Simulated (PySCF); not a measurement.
## Mayer bond orders and bond lengths

Species: C₄H₄F₃OS (charge -1).
Atom-mapped SMILES: `[F:1][C:2]([F:3])([F:4])[O:5][C@@H:6]1[CH2:7][C@@H:8]1[S-:9]` (hydrogens: H10 on C6; H11, H12 on C7; H13 on C8)

Cartesian coordinates in Å at the GFN2-xTB level; atoms count from 1:
```xyz
13
C4H4F3OS angstrom
F     -0.2288   -0.7018   -2.2119
C      0.6096    0.2664   -1.8352
F      1.7341    0.1078   -2.5454
F      0.0343    1.4049   -2.3734
O      0.8749    0.3903   -0.5751
C     -0.2816    0.3678    0.2869
C      0.0121    0.2887    1.7517
C     -0.6540   -0.8799    1.0553
S      0.1632   -2.4193    0.8563
H     -1.0474    1.0543   -0.0688
H      1.0508    0.1507    2.0095
H     -0.5415    0.9407    2.4166
H     -1.7302   -0.9701    1.2156
```

Bond orders from the PBE0/pcSseg-1 density (PySCF). One conformer (not necessarily the lowest) at the GFN2-xTB geometry, without solvent, vibrations or thermal averaging. The pcSseg-1 basis has no diffuse functions, a weakness for an anion. The HOMO energy is positive at this level (+0.13 eV), so the outermost electrons may be held by the finite basis alone.

Task: How far do the computed orders between heavy atoms stray from the drawn ones?

Result: The largest departure is 0.199, at C2–O5 (drawn single, 1.199), O5–C6 (drawn single, 0.801) and C8–S9 (drawn single, 1.196). Drawn single, order above 1.12: C2–O5 (1.199) and C8–S9 (1.196). Drawn single, order below 0.88: O5–C6 (0.801) and C8–C6 (0.870). The SMILES, with its formal charges, is one Lewis structure only.

Task: Give the Mayer order of every bond, beside its length.

Result: 
```tsv
bond	drawn as	length (Å)	Mayer order
F1–C2	single	1.335	1.020
C2–F3	single	1.339	1.027
C2–F4	single	1.385	0.925
C2–O5	single	1.294	1.199
O5–C6	single	1.443	0.801
C6–C7	single	1.496	0.979
C7–C8	single	1.515	0.886
C8–S9	single	1.754	1.196
C8–C6	single	1.512	0.870
C6–H10	single	1.088	0.939
C7–H11	single	1.079	0.943
C7–H12	single	1.083	0.947
C8–H13	single	1.092	0.944
```

Bonds between the same two heavy elements. C–F: lowest C2–F4 (0.925, 1.385 Å), highest C2–F3 (1.027, 1.339 Å). C–O: lowest O5–C6 (0.801, 1.443 Å), highest C2–O5 (1.199, 1.294 Å). C–C: lowest C8–C6 (0.870, 1.512 Å), highest C6–C7 (0.979, 1.496 Å).

Task: Sum the orders of all bonds at each heavy atom with more than one neighbour and set the sums beside the valence in the SMILES.

Result: C2 4.171 (drawn 4), O5 2.000 (drawn 2), C6 3.589 (drawn 4), C7 3.755 (drawn 4), C8 3.896 (drawn 4). Orders between atoms that aren't bonded are not in these sums.

Mayer orders depend on the basis set.

The run behind these numbers computed NMR shieldings as well. On an Arm Neoverse V1 with one thread, no GPU, shared host, this took 52 s of wall time (grids of density and orbitals included) and 0.80 GiB of memory at its peak.
